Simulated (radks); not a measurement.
Results of a calculation; reference values are marked as such.
Neutral tantalum inside a hard spherical wall (all orbitals vanish at R), configuration held at [Xe] 4f14 5d3 6s2 and not refilled when levels cross. Level of theory: scalar-relativistic Kohn-Sham, LDA (Slater exchange, VWN5 correlation), spin-polarised, spherical densities, finite nucleus; open shells are filled with parallel spins first (spin-orbit coupling, left out, can overturn this in heavy ions); Fermi nuclear charge, rms radius 5.3507 fm (a radial shooting solver on a logarithmic mesh with Libxc functionals). Eigenvalues in eV for spin up, with the zero of energy where the potential of the charges vanishes at infinity; a dash marks a level that is unbound or too diffuse for the functional's potential to be trusted. A positive occupied level is held by the wall or, in an anion where self-interaction has pushed it up, behind a barrier. The pressure on the wall is -dE/dV.

| R (bohr) | E (hartree) | kinetic (hartree) | e(5p) | e(4f) | e(6s) | e(5d) | e(6p, empty) | e(7s, empty) | pressure (GPa) |
|---|---|---|---|---|---|---|---|---|---|
| free | -15593.1502 | 17122.287 | -39.973 | -24.837 | -6.018 | -4.343 | -1.663 | -0.077 | 0 |
| 20 | -15593.1502 | 17122.287 | -39.973 | -24.837 | -6.018 | -4.343 | -1.663 | 0.012 | < 0.0001 |
| 10 | -15593.1496 | 17122.293 | -39.931 | -24.794 | -5.986 | -4.305 | -1.539 | 1.647 | 0.0147 |
| 8 | -15593.1445 | 17122.336 | -39.688 | -24.546 | -5.791 | -4.089 | -1.091 | 4.166 | 0.241 |
| 7 | -15593.1321 | 17122.421 | -39.280 | -24.123 | -5.440 | -3.728 | -0.419 | 7.036 | 1.01 |
| 5 | -15592.9591 | 17123.282 | -36.382 | -21.024 | -2.282 | -1.051 | 4.700 | 23.864 | 21.6 |
| 4 | -15592.4845 | 17125.192 | -32.249 | -16.385 | 4.231 | 3.314 | 14.277 | 50.098 | 127 |
| 3.5 | -15591.8400 | 17127.629 | -28.572 | -12.096 | 11.896 | 7.719 | 24.935 | 76.525 | 353 |
